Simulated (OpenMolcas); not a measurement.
Mn3+, Tc3+, Re3+: d4 down the group

```
Program             : OpenMolcas
Method              : SS-CASPT2, IPEA 0.25 Eh, imaginary shift 0.1 Eh
Basis               : ANO-RCC-VTZP
Scalar Hamiltonian  : DKH2, point nucleus
Spin-orbit coupling : state interaction with AMFI integrals over the reference wave functions, term energies averaged over their components
```

Active space for each ion: 4 electrons in 5 orbitals (d); closed shells correlated by CASPT2: Mn3+ 3s 3p; Tc3+ 4s 4p; Re3+ 5s 5p.

Computed levels in cm-1 above 5D0:

```csv
Level,Mn3+,Tc3+,Re3+
5D1,103,346,3080
5D2,302,945,6040
5D3,590,1712,8480
5D4,957,2590,10370
3P0(1),20820,14650,15570
3P1(1),21430,16430,20920
3H4,21570,15990,18150
3H5,21790,16810,22240
3H6,22040,17530,24210
weight of 5D in the lowest level (%),100,98,69
```

Mixed levels, with the weight of the term that names them: Re3+ 5D0 (69 %), Re3+ 3P0(1) (58 %), Re3+ 3H4 (58 %).

Measured, with the error of the calculation in %. Measured levels: Mn3+ from Corliss and Sugar, J. Phys. Chem. Ref. Data 6, 1253 (1977); Re3+ from the list in Brasseur, Gamrath and Quinet, At. Data Nucl. Data Tables 157, 101636 (2024).

```json
{"Level": "5D1", "Mn3+": "99.0 (+3.6)", "Re3+": "3084 (0)"}
{"Level": "5D2", "Mn3+": "287 (+5.4)", "Re3+": "5979 (+1.0)"}
{"Level": "5D3", "Mn3+": "552 (+6.9)", "Re3+": "8350 (+1.6)"}
{"Level": "5D4", "Mn3+": "886 (+8.0)", "Re3+": "10121 (+2.4)"}
{"Level": "3P0(1)", "Mn3+": "20654 (+0.8)", "Re3+": ""}
{"Level": "3P1(1)", "Mn3+": "21279 (+0.7)", "Re3+": "19340 (+8.2)"}
{"Level": "3H4", "Mn3+": "21281 (+1.4)", "Re3+": "16946 (+7.1)"}
{"Level": "3H5", "Mn3+": "21475 (+1.5)", "Re3+": "20930 (+6.2)"}
{"Level": "3H6", "Mn3+": "21679 (+1.6)", "Re3+": "22896 (+5.7)"}
```

The fine-structure level 5D4 changes by a factor of 10.8 from Mn3+ to Re3+.

Without spin-orbit coupling 3P(1) lies 21350, 15890, 14080 cm-1 above 5D in that order; the difference to the level 3P0(1), of either sign, comes from spin-orbit coupling, which also lowers the zero.

CASPT2 does not keep the components of a term degenerate, so their means are used; among the terms shown or strongly mixed into the levels shown the widest spread is 220 cm-1 (5d4 1G(1), Re3+). Measured partners are found by configuration, term and J. A level has none where our copy of the source lacks it or the pairing is in doubt (some pairs that miss far off the trend of their configuration count as doubtful), and it then counts in no deviation. Levels of configurations outside the active space are missing.

A number in round brackets counts repeated terms of one configuration in the order of the reference energies.
